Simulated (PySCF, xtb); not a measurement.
methoxycyclobutane (C5H10O), SMILES COC1CCC1.

GFN2-xTB (xtb) at its own geometry gives an orbital gap of 11.38 eV and a dipole moment of 1.37 D.

Geometry: B3LYP-D3(BJ)/def2-SVP. Other conformers were not sampled.

**Question.** What does ωB97X/def2-TZVP (PySCF) give? (Estimate from the structure and the level; the computed values follow.)

**Answer.** gap 12.90 eV (levels -9.63 and 3.28 eV), dipole 1.15 D.
